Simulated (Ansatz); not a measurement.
Geometry optimisation, Ansatz, RKS B3LYP-D4/6-31G*.

Input file:

```yaml
crystal:
  periodic: [false, false, false]
  atoms:
    - { symbol: Si, position_ang: [0.0, 0.0, 0.0] }
    - { symbol: O, position_ang: [0.0, 0.0, 1.68] }
    - { symbol: H, position_ang: [-0.9095, -0.2814, 2.0171] }
    - { symbol: C, position_ang: [1.7634, 0.0, -0.6227] }
    - { symbol: H, position_ang: [2.1111, -1.0463, -0.7509] }
    - { symbol: H, position_ang: [1.8119, 0.5276, -1.5981] }
    - { symbol: H, position_ang: [2.4154, 0.5187, 0.1108] }
    - { symbol: C, position_ang: [-0.8808, 1.5259, -0.6227] }
    - { symbol: H, position_ang: [-1.9334, 1.2723, -0.8671] }
    - { symbol: H, position_ang: [-0.8624, 2.3106, 0.1622] }
    - { symbol: H, position_ang: [-0.3704, 1.9025, -1.5336] }
    - { symbol: O, position_ang: [-0.7913, -1.3709, -0.5594] }
    - { symbol: H, position_ang: [-1.2459, -1.8365, 0.2129] }
basis:
  gaussian: { orbitals: "6-31G*" }
hamiltonian:
  xc: b3lyp
  dispersion: d4
relax:
  f_tol: 0.02
  max_steps: 40
output:
  orbitals: {}
```

Launched with:

```bash
$ ansatz run input.yaml --threads 2 --pin off --max-ram 3072MiB --backend cpu --events-out ev --progress --plain --runs-dir out
```

Problem. Where does it end, and by what steps?

Solution. It converged. After 7 steps the energy has fallen by 0.408 eV; H13 moved furthest, 0.99 Å.

| step | energy less start (eV) | largest force component (eV/Å) | accepted |
| --- | --- | --- | --- |
| 0 | 0.0000 | 1.664 | yes |
| 1 | -0.1703 | 1.039 | yes |
| 2 | -0.2402 | 0.429 | yes |
| 3 | -0.3020 | 0.335 | yes |
| 4 | -0.3617 | 0.239 | yes |
| 5 | -0.3926 | 0.139 | yes |
| 6 | -0.4044 | 0.240 | yes |
| 7 | -0.4084 | 0.008 | yes |

```xyz
13
Properties=species:S:1:pos:R:3
Si -0.082 0.007 0.004
O -0.056 -0.141 1.669
H -0.920 -0.075 2.099
C 1.717 -0.064 -0.503
H 2.198 -0.997 -0.186
H 1.818 0.017 -1.591
H 2.276 0.762 -0.049
C -0.919 1.585 -0.553
H -1.976 1.608 -0.266
H -0.430 2.465 -0.120
H -0.876 1.678 -1.645
O -0.987 -1.213 -0.694
H -0.656 -2.110 -0.537
```

Whether the end is a true minimum wasn't checked by a vibrational analysis.

Run time: 26 s on 2 threads of Arm Neoverse V1, on a shared host, peak memory 0.2 GiB.
